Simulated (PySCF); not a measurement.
# Static response to an electric field

Species: CH₇FGeSi.
Cartesian coordinates in Å at the PBE0-D3(BJ)/def2-SVP level; atoms count from 1:
```xyz
11
CH7FGeSi angstrom
C     -1.6605   -0.3780    0.0749
Si    -0.1754    0.7491    0.1361
F     -0.3163    1.8638   -1.0525
Ge     1.8581   -0.4329   -0.2211
H     -2.5915    0.2014    0.1762
H     -1.7005   -0.9341   -0.8739
H     -1.6172   -1.1064    0.9004
H     -0.1318    1.4943    1.4303
H      1.8320   -1.1536   -1.5827
H      3.0766    0.5072   -0.1929
H      2.0479   -1.4991    0.8774
```

Level: PBE0/def2-SVPD (PySCF), static field, nuclei fixed, core orbitals frozen in the response. The polarisability tensor in these axes (au):

```
x   86.13 -3.48 -2.78
y   -3.48 69.97  2.35
z   -2.78  2.35 65.65
```

Task: Diagonalise the tensor; give its mean and Δα, where Δα² is half the sum of the squared differences of the eigenvalues.

Result: Principal values 64.55, 69.88 and 87.32 au; mean 73.92 au = 10.95 Å³ = 12.19 × 10⁻⁴⁰ C²·m²/J; Δα = 20.63 au (28 % of the mean).

Task: What is the dipole moment, and where does it point?

Result: (-0.68, -1.36, 1.02) D, 1.83 D in size, pointing from the negative to the positive side. Measured along this direction, the outermost atoms are F3 at the negative end and H7 at the positive end.

Task: What depolarisation ratio follows for Rayleigh scattering of linearly polarised light, taking the static tensor?

Result: ρ = 3Δα²/(45ᾱ² + 4Δα²) = 1276.9/(245872 + 1702.6) = 0.00516.

Task: In a dilute gas of rigid molecules at 273 K, how does the orientational term μ²/3kT compare with the electronic polarisability?

Result: In Gaussian units μ²/3kT = 29.61 Å³ against 10.95 Å³, a ratio of 2.70; the Debye molar polarisation (4π/3)N_A(α + μ²/3kT) is 102.3 cm³/mol, leaving out the vibrational part.

Task: Find the Langevin capture rate constant for H3O+ (19.018 u) meeting this molecule (139.951 u), k = 2.342 × 10⁻⁹ cm³/s × √(α in Å³ / reduced mass in u).

Result: The reduced mass is 16.74 u, so k = 1.89 × 10⁻⁹ cm³/s. The formula leaves out the permanent dipole, which adds to the capture rate.

Task: In TDDFT the mean static polarisability is Σ f/ω² over all singlet excitations (ω in hartree). How much of it do the 10 lowest give? Their energies (eV) and oscillator strengths: 6.63, 0.0221; 7.16, 0.0413; 7.35, 0.1065; 7.68, 0.0163; 7.89, 0.2205; 8.16, 0.0128; 8.31, 0.0970; 8.33, 0.0272; 8.44, 0.0121; 8.47, 0.0440.

Result: They add up to 7.31 au, 9.9 % of the 73.92 au; the largest single term is 2.62 au, from the state at 7.89 eV. Terms in order: 0.37, 0.60, 1.46, 0.20, 2.62, 0.14, 1.04, 0.29, 0.13, 0.45 au. Higher excitations give the rest. The strengths listed sum to 0.600.

Task: What would n − 1 = 2πNα be for an ideal gas of these molecules at 350 K and 1 atm, electronic part alone?

Result: N = p/kT = 2.0968 × 10¹⁹ cm⁻³, so n − 1 = 2π × N × 10.95 × 10⁻²⁴ cm³ = 1443 × 10⁻⁶ at long wavelengths.

Isolated species at its PBE0-D3(BJ)/def2-SVP geometry, gas phase. The calculation is non-relativistic, for germanium too.
